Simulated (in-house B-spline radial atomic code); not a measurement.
Checks on a self-consistent run for the zinc ion Zn⁴⁺, [Ar] (3d3/2)2 (3d5/2)6. Computed with a radial B-spline atomic code at the basis-set limit: Dirac-Hartree-Fock, average of the jj configuration, Fermi nucleus of rms radius 3.9283 fm.

```csv
orbital,q,ε (Eh),<1/r>,<r²>,small-component weight
1s1/2,2,-360.26042,30.2314,0.00340201,0.011736
2s1/2,2,-47.89125,6.65203,0.0597691,0.0022595
2p1/2,2,-42.24571,6.58108,0.0469474,0.0022274
2p3/2,4,-41.41500,6.42035,0.0486054,0.0021846
3s1/2,2,-8.21925,2.11427,0.517796,0.00050517
3p1/2,2,-6.24080,1.98378,0.560627,0.00045651
3p3/2,4,-6.28018,1.95761,0.572546,0.00045193
3d3/2,2,-3.17872,1.67001,0.727563,0.00034476
3d5/2,6,-3.18865,1.66404,0.730531,0.00034321
```

Electron-electron repulsion V_ee = 644.1800 hartree.

(1) What total energy follows from the eigenvalues?

(2) Does the Dirac virial theorem hold?

(3) What diamagnetic shielding (Lamb formula) and susceptibility (Langevin formula) do the radii give?

## Answers

(1) The eigenvalues count the repulsion twice, so E = Σqε - V_ee = -1145.985 - 644.180 = -1790.165 hartree; the run printed -1790.165.

(2) For a point nucleus E = -2c²Σq·w, with w the small-component weight. Here Σq·w = 0.047664 and c = 137.0360, so the ratio E/(-2c²Σq·w) is 1.000010; the finite nucleus accounts for the departure from 1.

(3) σ = (α²/3)Σq<1/r> = 141.961/(3·137.036²) = 2519.9 ppm, and χ = -0.79199×10⁻⁶·Σq<r²> = -8.474×10⁻⁶ cm³/mol with Σq<r²> = 10.7 bohr². Both are non-relativistic formulas without the paramagnetism of open shells.
